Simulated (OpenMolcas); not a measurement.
**Co I: the spin-orbit constant, Racah parameters, thermal populations, worked from levels**

```json
{"Program": "OpenMolcas", "Basis": "ANO-RCC-VQZP [7s6p4d3f2g1h]", "Scalar Hamiltonian": "DKH2, point nucleus", "Active space": "7 electrons in 5 orbitals (3d)", "State averaging": "2S+1 = 4 even, 10 roots; 2S+1 = 2 even, 40 roots (35 in the spin-orbit step)", "Spin-orbit coupling": "RASSI with atomic mean-field integrals over the reference wave functions, term energies averaged over their components"}
```

Methods: CASSCF; SS-CASPT2, IPEA 0.25 Eh, imaginary shift 0.1 Eh (closed shells correlated: 3s 3p 4s). Measured levels: NIST Handbook of Basic Atomic Spectroscopic Data.

**The spin-orbit constant.** For the Hund term 4F of d7, E(J) = (A/2) J(J+1) + constant and ζ = -2S·A = -3A. From J = 3/2 to J = 9/2 the energy changes by 10.5 A.

| Source | E(9/2) - E(3/2) | A | ζ |
| --- | --- | --- | --- |
| CASSCF | -1820.9 | -173.4 | 520 |
| SS-CASPT2 | -1817.0 | -173.0 | 519 |
| measured | -1809.3 | -172.3 | 517 |

All in cm-1. SS-CASPT2 is off by +0.4 % and CASSCF by +0.6 %. Both methods take the spin-orbit matrix elements from the reference wave functions, so the second can move ζ only through the term energies and any multistate remixing. Second-order mixing with other terms is absorbed into this ζ.

**Racah parameters.** Above 4F, d7 has 4P at 15B, 2G at 4B + 3C and 2H at 9B + 3C. The first two fix B and C, and the third tests them; where it misses by thousands of cm-1, two parameters do not describe the configuration (Trees and configuration-interaction terms are left out) and B and C hang on the terms chosen. Term energies are centres of gravity, weighted by 2J + 1.

```json
{"Source": "CASSCF", "4P": "18315", "2G": "18408", "B": "1221", "C": "4508", "C/B": "3.69", "2H from B, C": "24513", "2H found": "24572"}
{"Source": "SS-CASPT2", "4P": "14423", "2G": "15204", "B": "962", "C": "3786", "C/B": "3.94", "2H from B, C": "20016", "2H found": "20612"}
```

Energies in cm-1. From CASSCF to SS-CASPT2, B changes by -21.2 % and C by -16.0 %.

**Thermal populations.** Z = Σ (2J + 1) exp(-E/kT) with k = 0.695035 cm-1/K, over the levels below. No other level of either list lies under 3430 cm-1, which is above 7 kT at each temperature.

| Level | 2J + 1 | SS-CASPT2 | measured |
| --- | --- | --- | --- |
| 3d7 4s2 4F 9/2 | 10 | 0.0 | 0.0 |
| 3d7 4s2 4F 7/2 | 8 | 814 | 816 |
| 3d7 4s2 4F 5/2 | 6 | 1410 | 1407 |
| 3d7 4s2 4F 3/2 | 4 | 1817 | 1809 |

```csv
T (K),"Z, SS-CASPT2","Z, measured levels","Ground level (%), SS-CASPT2","Ground level (%), measured levels"
300,10.169,10.167,98.3,98.4
```

At 300 K, kT = 209 cm-1, and the computed levels give Z = 10.000 + 0.161 + 0.007 + 0.001 = 10.169.

Term energies are means over components that CASPT2 splits; among the terms shown or strongly mixed into the levels shown the widest spread is 1100 cm-1 (3d7 4s2 4F, SS-CASPT2). Some high roots are left out of the spin-orbit mixing, which shifts the levels that they would mix with. With the s shell closed, the reference lacks s² → p², s² → d² and s → d mixing, so excited terms can stand far too high and out of order, with CASPT2 too. Without dynamic correlation excited terms often stand tens of per cent too high (terms of higher spin than the ground term too low), and those without a measured partner can miss by more than the paired ones (holds for CASSCF). Measured partners are found by configuration, term and J. A level has none where our copy of the source lacks it or the pairing is in doubt (some pairs that miss far off the trend of their configuration count as doubtful), and it then counts in no deviation. Only configurations of the active space appear.
